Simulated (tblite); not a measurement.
Compound: C5H12N2Si2.
Structure used (GFN2-xTB), in Å, numbered top down from 1:
```xyz
21
C5H12N2Si2 angstrom
C     -2.2700    2.9145    0.8696
C     -2.0102    2.0950    0.0366
C     -1.6366    1.0770   -0.9263
N     -0.5891    0.1992   -0.4306
Si    -1.1657   -1.1183    0.5466
C      0.2446   -2.2452    1.0945
Si     1.0111    0.8584   -0.5313
N      2.0815   -0.4835   -0.7087
C      3.1998   -0.7133   -0.2126
H     -2.5190    3.6431    1.5826
H     -2.5235    0.4816   -1.1670
H     -1.2951    1.5716   -1.8413
H     -1.8776   -0.6050    1.7313
H     -2.1209   -1.8560   -0.2991
H      0.8094   -2.6123    0.2455
H     -0.1547   -3.1001    1.6297
H      0.9348   -1.7321    1.7558
H      1.1338    1.5497   -1.8183
H      1.2930    1.7777    0.5829
H      3.7445   -1.6063   -0.5117
H      3.7010   -0.0790    0.5261
```

Level: GFN2-xTB in tblite, geometry and Hessian alike; calculated harmonic values, unscaled, isolated species. The method is semi-empirical: single wavenumbers can be off by several per cent or more. Modes of hydrogen on silicon can be 10 to 20 % off. One conformer, not necessarily the lowest.

Harmonic wavenumbers (cm⁻¹): 25.8, 38.3, 43.3, 82.5, 95.6, 144.8, 154.0, 167.2, 220.9, 244.7, 260.0, 283.6, 322.8, 420.5, 475.5, 502.4, 546.8, 576.7, 605.3, 623.4, 634.0, 684.0, 700.4, 741.4, 774.8, 790.4, 791.6, 818.3, 829.3, 853.2, 919.3, 973.4, 1005.0, 1053.7, 1127.0, 1149.2, 1234.7, 1310.8, 1371.6, 1452.4, 1457.4, 1489.2, 1493.4, 1777.8, 2151.3, 2169.7, 2179.1, 2236.4, 2285.6, 2854.8, 2911.4, 2928.4, 2965.6, 3047.7, 3053.4, 3065.4, 3389.6.

A = 1615, B = 827.5, C = 616.6 MHz; mass 156.054 u (most abundant isotopes); point group C1, symmetry number 1.

Zero-point energy?

Half the sum of the wavenumbers: 33252 cm⁻¹ = 95.07 kcal/mol.

Give the ideal-gas entropy at 400 K and 1 bar in the rigid-rotor, harmonic-oscillator model (classical rotation).

Translation 42.53, rotation 31.22, vibration 61.31: S = 135.1 cal/(mol K).

And Cp and H(400 K) − H(0)?

Cp = 61.12 cal/(mol K), of which vibrations give 53.17 (their classical limit is 57 R = 113.3); H(400 K) − H(0) = 14.94 kcal/mol without the zero-point energy, 11.76 from vibrations.

Which modes carry the vibrational entropy at 400 K?

25.8 cm⁻¹: 6.71; 38.3 cm⁻¹: 5.93; 43.3 cm⁻¹: 5.68; 82.5 cm⁻¹: 4.41; 95.6 cm⁻¹: 4.12; 144.8 cm⁻¹: 3.31 cal/(mol K); the other 51 give 31.15 together.

Blend soft modes into free rotors: weight 1/[1 + (100 cm⁻¹/ν̃)⁴] for the oscillator and the rest for a rotor with moment μB/(μ + B), μ = h/(8π²ν), B = 10⁻⁴⁴ kg m². What vibrational entropy results?

54.21 cal/(mol K) in place of 61.31, which changes −T·S at 400 K by +2.84 kcal/mol.

How do the functions run with temperature in this model?

| T (K) | S (cal/(mol K)) | Cp (cal/(mol K)) | H − H(0) (kcal/mol) | G − H(0) (kcal/mol) | ln q(vib) |
| --- | --- | --- | --- | --- | --- |
| 50 | 65.0 | 17.5 | 0.63 | -2.62 | 1.59 |
| 100 | 79.6 | 25.1 | 1.70 | -6.26 | 3.93 |
| 298.15 | 118.7 | 50.5 | 9.24 | -26.14 | 12.19 |
| 373.15 | 130.9 | 58.5 | 13.34 | -35.51 | 15.05 |
| 500 | 149.6 | 69.5 | 21.49 | -53.33 | 19.66 |
| 750 | 180.9 | 84.6 | 40.89 | -94.78 | 27.96 |
| 1000 | 206.7 | 94.5 | 63.36 | -143.32 | 35.34 |

q(vib) and H(0) count from the zero-point level.

What must be added to the electronic energy to get the Gibbs energy at 400 K and 1 bar?

ZPE + [H(400 K) − H(0)] − T·S = 95.07 + 14.94 − 54.02 = 55.99 kcal/mol.

Hindered rotation and anharmonicity are outside this model. Other conformers, if any are populated, would add a mixing term that is left out. The structure is chiral; the term R ln 2 for an equal mix with its mirror image is left out.

On one thread of an Arm Neoverse N1, shared host, this took 1.9 s. The figure is for the frequency step alone.
